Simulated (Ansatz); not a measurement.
```xyz
19

Mn    0.0000    0.0000    0.0000
O     0.0000    0.0000    2.1900
H    -0.1490    0.7452    2.7800
H     0.1490   -0.7452    2.7800
O     0.0000    0.0000   -2.1900
H     0.1490   -0.7452   -2.7800
H    -0.1490    0.7452   -2.7800
O     2.1900    0.0000    0.0000
H     2.7800   -0.7452    0.1490
H     2.7800    0.7452   -0.1490
O    -2.1900    0.0000    0.0000
H    -2.7800    0.7452   -0.1490
H    -2.7800   -0.7452    0.1490
O     0.0000    2.1900    0.0000
H     0.7259    2.7800   -0.2250
H    -0.7259    2.7800    0.2250
O     0.0000   -2.1900    0.0000
H    -0.7259   -2.7800    0.2250
H     0.7259   -2.7800   -0.2250
```

Basis set: def2-SVP on H, O; pcseg-2 on Mn. Charge 2. Computed with Ansatz (development build ahead of 0.2.0); the lowest solution found for each multiplicity.

**Question.** How do the multiplicities compare at this shape? Give, from the lowest of each method, PBE0 (unrestricted) for 2, 6; PBE0 (restricted) for 2, 6; HF (unrestricted) for 2, 6; HF (restricted) for 2, 6.

**Answer.**

| method | multiplicity | E (eV) | <S²> |
| --- | --- | --- | --- |
| PBE0, unrestricted | 2 | 2.548 | 2.30 |
| PBE0, unrestricted | 6 | 0.000 | 8.75 |
| PBE0, restricted | 2 | 3.193 | 0.75 |
| PBE0, restricted | 6 | 0.000 | 8.75 |
| HF, unrestricted | 2 | 3.800 | 2.49 |
| HF, unrestricted | 6 | 0.000 | 8.75 |
| HF, restricted | 2 | 4.851 | 0.75 |
| HF, restricted | 6 | 0.000 | 8.75 |

Caution: other spin multiplicities may lie lower. Caution for PBE0, unrestricted, HF, unrestricted: the unrestricted determinant is a mixture of spin states. Caution for PBE0, restricted, HF, restricted: an unrestricted determinant lies well below.
